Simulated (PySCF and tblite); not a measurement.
The numbers below are computed, except where a source is named.
System: C6H8NOP, numbered as in [OH:1][CH2:2][PH:3][c:4]1[cH:5][cH:6][n:7][cH:8][cH:9]1.

Geometries: GFN2-xTB; energies: PBE0/pcSseg-1 + D3(BJ); zero-point and thermal terms from GFN2-xTB harmonic modes (soft modes blended into free rotors). Rate constants are transition-state-theory values, counting equivalent paths, without tunnelling. Run with tblite and PySCF.

(1) How high is the barrier to the pyramidal inversion at P3, through which structure does it pass, and what rate follows at 298 K?

## Answers

(1) The electronic barrier is 30.1 kcal/mol and ΔG‡(298 K) 28.9 kcal/mol, over a C1 saddle with an imaginary mode of 713i cm⁻¹ (GFN2-xTB). With 1 equivalent path, k is 4.2×10⁻⁹ s⁻¹, a mean lifetime of the start of 7.6 years against this motion. The end lies 2.2 kcal/mol above the start in free energy.
